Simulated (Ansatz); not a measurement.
Relaxation of N-butyl-N-methylpyrrolidinium dicyanamide (C11H20N4) with RKS PBE-D4/def2-SVP.

```sh
$ ansatz run in.yaml --threads 2 --pin off --events-out ev --progress --plain --max-ram 22528MiB --backend cuda --devices 0, --max-vram 18GiB
```

```yaml
crystal:
  periodic: [false, false, false]
  atoms:
    - {symbol: C, position_ang: [4.164610, 0.655820, -0.608180]}
    - {symbol: C, position_ang: [2.926700, -0.217050, -0.446630]}
    - {symbol: C, position_ang: [1.658920, 0.631860, -0.331450]}
    - {symbol: C, position_ang: [0.466050, -0.262810, -0.010800]}
    - {symbol: N, position_ang: [-0.864920, 0.394710, -0.102310]}
    - {symbol: C, position_ang: [-0.886170, 1.599790, 0.746910]}
    - {symbol: C, position_ang: [-1.930340, -0.545610, 0.374820]}
    - {symbol: C, position_ang: [-3.128570, -0.285660, -0.520590]}
    - {symbol: C, position_ang: [-2.453250, -0.100160, -1.873720]}
    - {symbol: C, position_ang: [-1.215940, 0.724290, -1.520980]}
    - {symbol: H, position_ang: [4.085110, 1.275050, -1.499230]}
    - {symbol: H, position_ang: [5.055020, 0.039760, -0.697740]}
    - {symbol: H, position_ang: [4.285880, 1.308770, 0.252790]}
    - {symbol: H, position_ang: [2.839970, -0.892060, -1.300200]}
    - {symbol: H, position_ang: [3.026410, -0.828750, 0.450570]}
    - {symbol: H, position_ang: [1.511940, 1.179450, -1.266050]}
    - {symbol: H, position_ang: [1.809450, 1.356210, 0.469220]}
    - {symbol: H, position_ang: [0.573960, -0.627720, 1.011160]}
    - {symbol: H, position_ang: [0.453210, -1.130840, -0.674270]}
    - {symbol: H, position_ang: [-0.606550, 1.307060, 1.776950]}
    - {symbol: H, position_ang: [-1.888390, 2.021830, 0.756040]}
    - {symbol: H, position_ang: [-0.187920, 2.342170, 0.370900]}
    - {symbol: H, position_ang: [-1.581230, -1.577440, 0.254850]}
    - {symbol: H, position_ang: [-2.117800, -0.373270, 1.433350]}
    - {symbol: H, position_ang: [-3.663800, 0.618040, -0.225700]}
    - {symbol: H, position_ang: [-3.826040, -1.118750, -0.506310]}
    - {symbol: H, position_ang: [-2.166270, -1.071410, -2.275860]}
    - {symbol: H, position_ang: [-3.082280, 0.405240, -2.603030]}
    - {symbol: H, position_ang: [-1.432180, 1.790710, -1.591440]}
    - {symbol: H, position_ang: [-0.376700, 0.495710, -2.175090]}
    - {symbol: N, position_ang: [-0.304200, 0.224480, 3.284730]}
    - {symbol: C, position_ang: [-0.240750, -0.933920, 3.166620]}
    - {symbol: N, position_ang: [-0.168080, -2.195550, 3.032880]}
    - {symbol: C, position_ang: [-0.303070, -2.829860, 1.931580]}
    - {symbol: N, position_ang: [-0.432790, -3.380090, 0.916190]}
basis:
  gaussian: {orbitals: def2-SVP}
hamiltonian: {xc: pbe, dispersion: d4}
scf: {lower_state_search: "off"}
output: {orbitals: {seedname: orbitals}}
relax: {f_tol: 0.03, max_steps: 70}
```

Run time 38 s (2 threads of AMD EPYC 7R13 on a shared host and a share (18 GiB) of an NVIDIA H100 80GB HBM3).

Positions (Å) and forces (eV/Å) at steps 1, 2, 3, 4, 5, 6, 7, 8 of 11:

```xyz
35
step=1 energy=-17656.2632 eV
C     4.165    0.656   -0.608   -0.487   -0.491    0.053
C     2.927   -0.217   -0.447    0.020    0.823   -0.041
C     1.659    0.632   -0.331   -0.100   -0.823    0.096
C     0.466   -0.263   -0.011    0.925    0.267   -0.159
N    -0.865    0.395   -0.102    0.141    0.096    0.136
C    -0.886    1.600    0.747    0.060    0.440    0.428
C    -1.930   -0.546    0.375   -1.014   -0.346   -0.064
C    -3.129   -0.286   -0.521    0.587    0.018   -0.135
C    -2.453   -0.100   -1.874    0.096    0.193    0.517
C    -1.216    0.724   -1.521   -0.547   -0.204   -0.795
H     4.085    1.275   -1.499    0.022    0.452   -0.585
H     5.055    0.040   -0.698    0.656   -0.332   -0.071
H     4.286    1.309    0.253    0.149    0.477    0.550
H     2.840   -0.892   -1.300   -0.087   -0.493   -0.430
H     3.026   -0.829    0.451    0.042   -0.478    0.495
H     1.512    1.179   -1.266   -0.087    0.382   -0.501
H     1.809    1.356    0.469    0.024    0.498    0.415
H     0.574   -0.628    1.011   -0.053   -0.185    0.374
H     0.453   -1.131   -0.674   -0.152   -0.445   -0.232
H    -0.607    1.307    1.777    0.067   -0.089    0.322
H    -1.888    2.022    0.756   -0.590    0.190   -0.091
H    -0.188    2.342    0.371    0.357    0.393   -0.343
H    -1.581   -1.577    0.255    0.276   -0.406   -0.058
H    -2.118   -0.373    1.433    0.064    0.103    0.548
H    -3.664    0.618   -0.226   -0.370    0.515    0.190
H    -3.826   -1.119   -0.506   -0.450   -0.494    0.074
H    -2.166   -1.071   -2.276    0.175   -0.547   -0.280
H    -3.082    0.405   -2.603   -0.316    0.281   -0.502
H    -1.432    1.791   -1.591   -0.005    0.514    0.028
H    -0.377    0.496   -2.175    0.505   -0.011   -0.270
N    -0.304    0.224    3.285   -0.132    2.985    0.564
C    -0.241   -0.934    3.167    0.083   -1.266   -0.090
N    -0.168   -2.196    3.033    0.323   -1.027    1.496
C    -0.303   -2.830    1.932    0.178    0.662    1.216
N    -0.433   -3.380    0.916   -0.361   -1.652   -2.853
35
step=2 energy=-17656.6059 eV
C     4.205    0.650   -0.624   -0.256   -0.138    0.034
C     2.945   -0.201   -0.448    0.022    0.221   -0.020
C     1.668    0.645   -0.350   -0.066   -0.220    0.033
C     0.462   -0.234   -0.027    0.535   -0.061    0.008
N    -0.883    0.432   -0.122    0.172    0.058    0.052
C    -0.917    1.651    0.736    0.054    0.190    0.427
C    -1.960   -0.524    0.359   -0.449   -0.305    0.078
C    -3.153   -0.267   -0.549    0.234   -0.026   -0.044
C    -2.470   -0.086   -1.907    0.052    0.088    0.175
C    -1.236    0.754   -1.562   -0.260   -0.022   -0.440
H     4.142    1.270   -1.535    0.021    0.128   -0.168
H     5.104    0.019   -0.705    0.164   -0.102   -0.015
H     4.344    1.328    0.235    0.057    0.138    0.143
H     2.850   -0.908   -1.292   -0.025   -0.157   -0.112
H     3.037   -0.817    0.465    0.013   -0.146    0.150
H     1.525    1.194   -1.301   -0.024    0.132   -0.163
H     1.806    1.397    0.446   -0.003    0.167    0.112
H     0.552   -0.598    1.007   -0.059   -0.084    0.202
H     0.424   -1.122   -0.680   -0.065   -0.125   -0.076
H    -0.641    1.347    1.778   -0.001    0.036   -0.080
H    -1.938    2.063    0.725   -0.153    0.043   -0.036
H    -0.218    2.403    0.342    0.100    0.097   -0.091
H    -1.580   -1.557    0.241    0.073   -0.116    0.014
H    -2.131   -0.345    1.431    0.059    0.014    0.188
H    -3.704    0.645   -0.255   -0.109    0.139    0.058
H    -3.858   -1.112   -0.525   -0.139   -0.127    0.017
H    -2.167   -1.068   -2.307    0.046   -0.155   -0.085
H    -3.099    0.412   -2.661   -0.088    0.059   -0.146
H    -1.451    1.831   -1.627   -0.007    0.166    0.011
H    -0.372    0.538   -2.208    0.147    0.011   -0.052
N    -0.288    0.144    3.408   -0.013    0.052   -0.002
C    -0.201   -1.042    3.292   -0.071    0.355   -0.213
N    -0.104   -2.323    3.161    0.158   -0.352    0.591
C    -0.268   -2.973    2.048   -0.113    0.080   -0.504
N    -0.425   -3.544    1.015   -0.007   -0.035   -0.044
35
step=3 energy=-17656.6543 eV
C     4.211    0.641   -0.624   -0.042   -0.021    0.013
C     2.952   -0.207   -0.423    0.034    0.031   -0.012
C     1.672    0.638   -0.332   -0.033   -0.040    0.033
C     0.474   -0.242    0.013    0.219   -0.029   -0.051
N    -0.879    0.430   -0.097    0.099    0.077    0.057
C    -0.920    1.677    0.738    0.008    0.127    0.122
C    -1.959   -0.536    0.397   -0.234   -0.067    0.014
C    -3.149   -0.288   -0.521    0.017   -0.010    0.038
C    -2.467   -0.114   -1.884    0.046    0.001    0.016
C    -1.237    0.738   -1.553   -0.087   -0.001   -0.191
H     4.149    1.251   -1.550    0.002   -0.023    0.028
H     5.117    0.006   -0.701   -0.022    0.019    0.002
H     4.364    1.340    0.226   -0.002   -0.025   -0.036
H     2.849   -0.939   -1.256    0.002    0.019    0.037
H     3.050   -0.817    0.502    0.004    0.014   -0.015
H     1.521    1.176   -1.296    0.002   -0.011    0.023
H     1.807    1.414    0.451    0.001   -0.014   -0.030
H     0.553   -0.593    1.059   -0.003    0.045   -0.044
H     0.423   -1.146   -0.628   -0.009    0.027    0.030
H    -0.636    1.403    1.785   -0.020    0.004   -0.085
H    -1.951    2.077    0.713    0.035   -0.023   -0.009
H    -0.226    2.426    0.313   -0.026   -0.034   -0.002
H    -1.565   -1.570    0.286   -0.014    0.020   -0.030
H    -2.117   -0.349    1.475    0.004    0.027   -0.029
H    -3.709    0.628   -0.232    0.000   -0.021   -0.010
H    -3.858   -1.138   -0.489    0.009    0.024   -0.008
H    -2.157   -1.102   -2.281   -0.010    0.017    0.014
H    -3.102    0.375   -2.650    0.009   -0.028    0.028
H    -1.457    1.821   -1.620    0.002   -0.021    0.013
H    -0.362    0.529   -2.195   -0.014    0.000    0.030
N    -0.317    0.164    3.370    0.057   -0.558    0.001
C    -0.215   -1.021    3.214   -0.099    0.506   -0.112
N    -0.100   -2.304    3.043    0.061   -0.228    0.112
C    -0.291   -2.914    1.901   -0.098    0.013   -0.433
N    -0.471   -3.451    0.847    0.104    0.183    0.489
35
step=4 energy=-17656.6660 eV
C     4.214    0.638   -0.627   -0.006    0.002    0.000
C     2.955   -0.205   -0.414    0.022   -0.010    0.001
C     1.675    0.642   -0.337   -0.036    0.006    0.002
C     0.477   -0.232    0.014    0.080   -0.042   -0.011
N    -0.879    0.440   -0.098    0.031    0.047    0.020
C    -0.919    1.689    0.738    0.008    0.041    0.042
C    -1.969   -0.523    0.399   -0.100   -0.068    0.061
C    -3.156   -0.281   -0.521    0.023    0.008    0.019
C    -2.469   -0.119   -1.883    0.025    0.005   -0.011
C    -1.242    0.740   -1.559   -0.028    0.002   -0.088
H     4.153    1.235   -1.562    0.001   -0.026    0.033
H     5.119    0.001   -0.695   -0.030    0.021    0.003
H     4.369    1.350    0.212   -0.005   -0.029   -0.036
H     2.851   -0.950   -1.235    0.003    0.028    0.037
H     3.052   -0.802    0.520   -0.003    0.026   -0.025
H     1.527    1.169   -1.308    0.010   -0.018    0.025
H     1.809    1.429    0.436    0.002   -0.024   -0.031
H     0.555   -0.571    1.064   -0.008    0.024   -0.022
H     0.422   -1.144   -0.616   -0.002    0.027    0.022
H    -0.637    1.411    1.784   -0.018    0.017   -0.069
H    -1.951    2.089    0.711    0.035   -0.013    0.003
H    -0.225    2.436    0.311   -0.022   -0.026    0.013
H    -1.575   -1.558    0.294   -0.011    0.034   -0.015
H    -2.126   -0.326    1.477    0.006    0.006   -0.029
H    -3.717    0.638   -0.242    0.014   -0.025   -0.012
H    -3.866   -1.130   -0.486    0.021    0.025   -0.005
H    -2.155   -1.111   -2.269   -0.008    0.027    0.020
H    -3.103    0.358   -2.656    0.017   -0.022    0.025
H    -1.465    1.822   -1.630   -0.004   -0.023    0.010
H    -0.364    0.530   -2.197   -0.022    0.003    0.021
N    -0.332    0.125    3.378    0.024   -0.202    0.010
C    -0.216   -1.054    3.218   -0.068    0.153   -0.148
N    -0.086   -2.337    3.045    0.063   -0.161    0.146
C    -0.273   -2.935    1.896   -0.059    0.145   -0.176
N    -0.449   -3.463    0.840    0.043    0.042    0.164
35
step=5 energy=-17656.6755 eV
C     4.212    0.631   -0.633    0.024    0.030   -0.011
C     2.955   -0.204   -0.392    0.000   -0.051    0.013
C     1.674    0.644   -0.346   -0.004    0.040   -0.019
C     0.479   -0.221    0.027   -0.062   -0.004    0.005
N    -0.881    0.454   -0.091   -0.004    0.013   -0.005
C    -0.917    1.710    0.738    0.006   -0.069   -0.048
C    -1.979   -0.504    0.416    0.038    0.006    0.018
C    -3.158   -0.271   -0.514   -0.013   -0.001   -0.010
C    -2.463   -0.132   -1.874   -0.005    0.001   -0.018
C    -1.246    0.740   -1.560    0.024   -0.015    0.057
H     4.151    1.196   -1.589    0.000   -0.023    0.031
H     5.117   -0.008   -0.681   -0.019    0.013    0.002
H     4.368    1.371    0.181   -0.006   -0.024   -0.029
H     2.851   -0.978   -1.186    0.003    0.030    0.033
H     3.052   -0.767    0.562   -0.007    0.029   -0.034
H     1.530    1.142   -1.333    0.011   -0.023    0.026
H     1.806    1.455    0.402    0.001   -0.024   -0.026
H     0.557   -0.532    1.084   -0.001    0.005   -0.006
H     0.417   -1.146   -0.581    0.004    0.016    0.013
H    -0.638    1.431    1.782   -0.008    0.022   -0.023
H    -1.946    2.112    0.707    0.009    0.003    0.010
H    -0.219    2.450    0.307   -0.004   -0.003    0.016
H    -1.585   -1.539    0.318   -0.004    0.029   -0.003
H    -2.136   -0.293    1.490    0.002   -0.006   -0.017
H    -3.720    0.652   -0.252    0.018   -0.014   -0.006
H    -3.870   -1.117   -0.472    0.007    0.012    0.000
H    -2.142   -1.130   -2.238   -0.001    0.022    0.017
H    -3.097    0.325   -2.659    0.014   -0.010    0.014
H    -1.476    1.820   -1.638   -0.008   -0.012    0.004
H    -0.365    0.530   -2.192   -0.013    0.007    0.004
N    -0.369    0.068    3.371   -0.015    0.119    0.030
C    -0.234   -1.104    3.199   -0.013   -0.129   -0.116
N    -0.081   -2.385    3.018    0.045   -0.101    0.132
C    -0.246   -2.949    1.848   -0.012    0.170    0.039
N    -0.400   -3.451    0.780   -0.008   -0.060   -0.093
35
step=6 energy=-17656.6811 eV
C     4.210    0.620   -0.646    0.028    0.045   -0.014
C     2.955   -0.204   -0.367   -0.013   -0.061    0.018
C     1.673    0.644   -0.361    0.010    0.050   -0.021
C     0.478   -0.207    0.041   -0.096    0.012    0.002
N    -0.882    0.467   -0.083   -0.044   -0.003   -0.025
C    -0.917    1.727    0.741    0.002   -0.095   -0.061
C    -1.985   -0.487    0.430    0.089    0.031    0.004
C    -3.158   -0.264   -0.507   -0.005    0.008   -0.024
C    -2.456   -0.141   -1.864   -0.020   -0.007   -0.018
C    -1.248    0.743   -1.554    0.044   -0.007    0.100
H     4.150    1.140   -1.627   -0.001   -0.031    0.047
H     5.116   -0.019   -0.664   -0.010    0.013    0.001
H     4.366    1.398    0.133   -0.009   -0.037   -0.038
H     2.852   -1.016   -1.123    0.004    0.045    0.044
H     3.050   -0.722    0.614   -0.004    0.036   -0.055
H     1.534    1.101   -1.369    0.010   -0.028    0.041
H     1.803    1.486    0.353   -0.002   -0.030   -0.032
H     0.560   -0.488    1.107    0.003   -0.004   -0.006
H     0.411   -1.149   -0.539    0.008    0.014    0.013
H    -0.644    1.448    1.785   -0.001    0.017    0.004
H    -1.944    2.132    0.706   -0.008    0.010    0.008
H    -0.215    2.462    0.311    0.009    0.010    0.008
H    -1.588   -1.521    0.336   -0.003    0.008    0.007
H    -2.144   -0.267    1.501   -0.001   -0.014    0.001
H    -3.722    0.661   -0.260    0.009   -0.002   -0.001
H    -3.871   -1.110   -0.461    0.001   -0.002    0.005
H    -2.125   -1.142   -2.210    0.000    0.013    0.008
H    -3.088    0.298   -2.661    0.013   -0.001    0.004
H    -1.491    1.820   -1.635   -0.005   -0.001   -0.003
H    -0.364    0.539   -2.184   -0.004    0.008   -0.009
N    -0.422    0.012    3.376   -0.013    0.073    0.002
C    -0.261   -1.155    3.187    0.005   -0.066   -0.040
N    -0.077   -2.431    2.990    0.010   -0.067    0.011
C    -0.216   -2.953    1.795   -0.001    0.071    0.033
N    -0.343   -3.422    0.707   -0.004   -0.009   -0.015
35
step=7 energy=-17656.6837 eV
C     4.210    0.609   -0.660    0.006    0.062   -0.016
C     2.953   -0.201   -0.342   -0.006   -0.067    0.018
C     1.671    0.646   -0.376    0.019    0.043   -0.021
C     0.475   -0.193    0.053   -0.032    0.002   -0.001
N    -0.885    0.478   -0.076   -0.002   -0.011   -0.005
C    -0.922    1.736    0.745   -0.004   -0.045   -0.020
C    -1.984   -0.479    0.438    0.050    0.044   -0.046
C    -3.155   -0.261   -0.505   -0.016   -0.011   -0.017
C    -2.448   -0.142   -1.859   -0.013   -0.006    0.003
C    -1.249    0.752   -1.547    0.014   -0.012    0.070
H     4.148    1.081   -1.666    0.003   -0.036    0.067
H     5.115   -0.031   -0.648   -0.015    0.014    0.002
H     4.365    1.423    0.080   -0.009   -0.053   -0.051
H     2.850   -1.048   -1.059    0.004    0.059    0.052
H     3.049   -0.673    0.662   -0.005    0.038   -0.068
H     1.536    1.062   -1.401    0.011   -0.026    0.051
H     1.798    1.517    0.305   -0.006   -0.041   -0.034
H     0.562   -0.451    1.125    0.000    0.001   -0.008
H     0.406   -1.149   -0.504    0.005    0.017    0.004
H    -0.655    1.460    1.790    0.003    0.001    0.006
H    -1.948    2.145    0.708   -0.012    0.008    0.000
H    -0.215    2.471    0.320    0.008    0.010   -0.001
H    -1.583   -1.511    0.346    0.001   -0.004    0.003
H    -2.146   -0.260    1.509   -0.001   -0.003    0.005
H    -3.720    0.664   -0.263    0.002    0.002    0.002
H    -3.866   -1.108   -0.456   -0.008   -0.005    0.001
H    -2.107   -1.143   -2.196    0.000    0.006    0.001
H    -3.077    0.288   -2.663    0.002    0.000    0.004
H    -1.502    1.825   -1.628   -0.002    0.003   -0.001
H    -0.362    0.558   -2.176    0.003    0.003   -0.004
N    -0.452   -0.029    3.366   -0.007    0.033   -0.005
C    -0.279   -1.194    3.174    0.018   -0.048    0.012
N    -0.083   -2.469    2.974   -0.014   -0.007   -0.049
C    -0.199   -2.964    1.763    0.010    0.010    0.019
N    -0.305   -3.412    0.664   -0.007    0.020    0.027
35
step=8 energy=-17656.6849 eV
C     4.208    0.603   -0.667    0.010    0.043   -0.015
C     2.953   -0.200   -0.328    0.000   -0.044    0.014
C     1.671    0.645   -0.382    0.000    0.032   -0.008
C     0.475   -0.189    0.055   -0.001   -0.009   -0.006
N    -0.885    0.479   -0.075   -0.040   -0.008   -0.017
C    -0.925    1.733    0.751   -0.001   -0.004    0.004
C    -1.982   -0.481    0.433    0.014   -0.002    0.017
C    -3.155   -0.265   -0.508    0.017    0.018    0.000
C    -2.447   -0.139   -1.861   -0.002   -0.003   -0.006
C    -1.250    0.757   -1.542    0.010    0.007    0.006
H     4.147    1.047   -1.685    0.003   -0.027    0.054
H     5.114   -0.035   -0.636   -0.010    0.014    0.001
H     4.363    1.438    0.050   -0.008   -0.044   -0.039
H     2.850   -1.063   -1.024    0.005    0.044    0.038
H     3.050   -0.646    0.687   -0.002    0.026   -0.050
H     1.541    1.043   -1.415    0.005   -0.017    0.036
H     1.795    1.527    0.284   -0.005   -0.029   -0.023
H     0.564   -0.442    1.128    0.003    0.002   -0.013
H     0.407   -1.148   -0.498   -0.002    0.013    0.008
H    -0.661    1.453    1.795    0.003    0.002    0.005
H    -1.951    2.142    0.713   -0.003    0.001   -0.001
H    -0.218    2.470    0.332    0.003    0.003    0.000
H    -1.580   -1.511    0.337    0.004   -0.010    0.002
H    -2.146   -0.266    1.505   -0.004   -0.004    0.003
H    -3.722    0.659   -0.264   -0.003    0.001   -0.002
H    -3.865   -1.113   -0.462    0.003   -0.004    0.002
H    -2.103   -1.137   -2.201   -0.002    0.003   -0.001
H    -3.075    0.294   -2.664    0.004    0.002   -0.001
H    -1.507    1.830   -1.618    0.001    0.001   -0.002
H    -0.363    0.570   -2.172   -0.001    0.002   -0.004
N    -0.442   -0.034    3.376   -0.003   -0.012   -0.016
C    -0.275   -1.200    3.178    0.007    0.020    0.022
N    -0.086   -2.475    2.971   -0.014   -0.017   -0.061
C    -0.199   -2.956    1.754    0.017   -0.010    0.032
N    -0.302   -3.392    0.650   -0.007    0.010    0.021
```
